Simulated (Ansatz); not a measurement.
C12H10F2Si (`F[Si](F)(c1ccccc1)c1ccccc1`), relaxed with RKS PBE-D4/def2-SVP in the Gaussian-basis code of Ansatz from a rough embedded geometry. The force threshold is 0.03 eV/Å; the program also tests the step.

Charge 0, multiplicity 1.

Start:

```xyz
25

F    -1.819    0.869    2.314
Si   -0.491    0.092    1.728
F     0.336   -0.582    2.924
C    -0.959   -1.161    0.529
C    -0.007   -2.167    0.038
C    -0.381   -3.138   -0.907
C    -1.695   -3.193   -1.353
C    -2.632   -2.265   -0.906
C    -2.325   -1.299   -0.008
C     0.582    1.297    0.790
C     1.964    1.363    1.057
C     2.791    2.280    0.367
C     2.280    3.055   -0.664
C     0.884    3.011   -0.925
C     0.070    2.128   -0.190
H     0.997   -2.108    0.352
H     0.363   -3.834   -1.262
H    -1.985   -3.981   -2.105
H    -3.676   -2.362   -1.272
H    -3.067   -0.643    0.303
H     2.454    0.719    1.812
H     3.878    2.303    0.631
H     2.947    3.802   -1.167
H     0.488    3.673   -1.675
H    -0.996    2.141   -0.411
```

| step | energy (eV) | largest force (eV/Å) | largest move (Å) |
| --- | --- | --- | --- |
| 1 | -25881.2458 | 3.957 | 0.000 |
| 2 | -25881.7449 | 1.456 | 0.128 |
| 3 | -25881.8381 | 0.315 | 0.069 |
| 4 | -25881.8551 | 0.030 | 0.063 |
| 5 | -25881.8574 | 0.041 | 0.039 |
| 6 | -25881.8617 | 0.089 | 0.122 |
| 7 | -25881.8645 | 0.083 | 0.080 |
| 8 | -25881.8686 | 0.126 | 0.146 |
| 9 | -25881.8728 | 0.110 | 0.051 |
| 10 | -25881.8806 | 0.150 | 0.196 |
| 11 (rejected) | -25881.8782 | 0.256 | 0.195 |
| 12 | -25881.8890 | 0.072 | 0.095 |
| 13 | -25881.8936 | 0.081 | 0.099 |
| 14 | -25881.8989 | 0.087 | 0.146 |
| 15 | -25881.9023 | 0.081 | 0.078 |
| 16 | -25881.9067 | 0.074 | 0.113 |
| 17 (rejected) | -25881.8982 | 0.367 | 0.043 |
| 18 | -25881.9086 | 0.025 | 0.021 |
| 19 | -25881.9100 | 0.023 | 0.077 |
| 20 | -25881.9104 | 0.031 | 0.075 |
| 21 | -25881.9106 | 0.015 | 0.009 |

End:

```xyz
25

F    -1.754    0.838    2.160
Si   -0.435    0.091    1.534
F     0.335   -0.542    2.836
C    -1.057   -1.234    0.384
C    -0.189   -1.830   -0.560
C    -0.652   -2.835   -1.422
C    -1.991   -3.254   -1.354
C    -2.867   -2.664   -0.429
C    -2.404   -1.659    0.434
C     0.738    1.300    0.744
C     1.871    1.772    1.445
C     2.747    2.690    0.849
C     2.505    3.147   -0.456
C     1.388    2.680   -1.169
C     0.512    1.762   -0.574
H     0.861   -1.502   -0.625
H     0.033   -3.294   -2.151
H    -2.356   -4.041   -2.032
H    -3.918   -2.989   -0.380
H    -3.095   -1.195    1.155
H     2.066    1.412    2.467
H     3.625    3.052    1.406
H     3.194    3.867   -0.924
H     1.201    3.034   -2.195
H    -0.357    1.394   -1.143
```

Run time 28 s (11 threads of an AMD EPYC 7R13 on a shared host and a whole NVIDIA H100 80 GB); peak host memory 0.93 GiB.
